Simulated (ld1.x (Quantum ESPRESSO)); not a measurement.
**PBE ultrasoft dataset for Eu, scalar-relativistic all-electron reference.**

```json
{
 "Element": "Eu",
 "Generator": "ld1.x (Quantum ESPRESSO) 7.5",
 "Type": "ultrasoft",
 "Functional": "PBE",
 "Relativity": "scalar-relativistic",
 "Frozen core": "[Kr] 4d10 4f7",
 "Valence charge": "10",
 "Reference configuration": "5s2 5p6 5d0 6s2 6p0",
 "Partial waves": "5s (bound): rcut 2.20, rcutus 2.65 bohr; 6s (bound): rcut 2.20, rcutus 2.65 bohr; 5p (bound): rcut 2.80, rcutus 3.20 bohr; 6p (bound, empty): rcut 2.80, rcutus 3.20 bohr; 5d (bound, empty): rcut 3.25, rcutus 3.50 bohr; 5d channel at 1.9 Ry: rcut 3.25, rcutus 3.50 bohr",
 "Local potential": "all-electron potential smoothed inside 3.45 bohr (lloc = -2)",
 "Core correction": "a·sin(br)/r model core, default radius (core density twice the valence density)",
 "Augmentation charge": "PSQ, inside the norm-conserving radii"
}
```

All-electron outer shells of the reference configuration (PBE, scalar-relativistic, ld1.x):

```csv
shell,level (eV),outermost node (bohr),outermost maximum (bohr)
4d,-134.83,0.27,0.57
5s,-44.66,0.67,1.23
5p,-23.77,0.72,1.41
6s,-3.62,1.67,3.60
4f,-2.72,–,0.60
5d,-1.56,0.82,2.16
6p,-1.20,2.02,4.93
```

Task: Estimate the cutoffs (Ry, on a coarse ladder) from which the occupation-weighted sum of valence levels, in a spherical-Bessel basis at the reference potential, stays within 10 and 1 mRy of its value at 400 Ry.

Result: 12 Ry and 15 Ry.

Task: Does the potential have ghost states?

Result: No extra level below or beside the all-electron valence levels (s, p, d, f tested).

Task: Is the overlap operator S = 1 + Σ q|β⟩⟨β| positive definite (Bessel basis up to 400 Ry)?

Result: Yes: its lowest eigenvalue is 0.07 (p channel).

Task: Which valence shell sets the plane-wave cutoff?

Result: 6s: its level needs 15 Ry to come within 1 mRy, against 8 Ry for 5s.

Test run stopped at test 1 of 7 (negative rho).
